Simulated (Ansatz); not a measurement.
A made-up structure of CH5Sn (charge -1), singlet:

```
7
angstrom
C -0.5783 -0.9973 0.2969
Sn 0.1088 0.5117 -0.0719
H -0.5669 -1.5171 -0.7288
H 0.1891 -1.4299 1.0361
H -1.0451 1.2792 -1.2275
H 0.1210 1.4127 1.4915
H 1.7714 0.7406 -0.7963
```

It is relaxed with PBE-D4/def2-SVPD and then PBE0-D4/def2-TZVPD (Ansatz 0.2.0). Atoms count as bonded within 1.22 times the sum of their covalent radii (H–H: 0.88 Å). The end point is not checked to be a true minimum.

Does its bonding change? (Judge from chemistry; the calculation decides.)

The calculation gives: No: no bond forms or breaks.

Where it ends: The first stage lowers the energy by 2.75 eV in 6 steps. It ends as CH₅Sn ([CH2][SnH3]), total charge -1:
```
7
angstrom
C -0.6151 -1.2624 0.3259
Sn 0.1376 0.6308 -0.0901
H -0.6287 -1.8451 -0.6087
H 0.0719 -1.7646 1.0252
H -0.8867 1.5292 -1.1882
H 0.1927 1.6531 1.3291
H 1.7283 1.0591 -0.7932
```

Labels in which every atom is bracketed show which atoms are joined, not bond orders.

For scale, one of the runs: PBE0-D4/def2-TZVPD relaxation, 138 basis functions, launched by `ansatz run in.yaml --threads 2 --pin off --events-out ev --progress --plain --max-ram 4352MiB`. Hardware: 2 CPU threads of an Arm Neoverse V2, shared host. Wall time about 18 s.
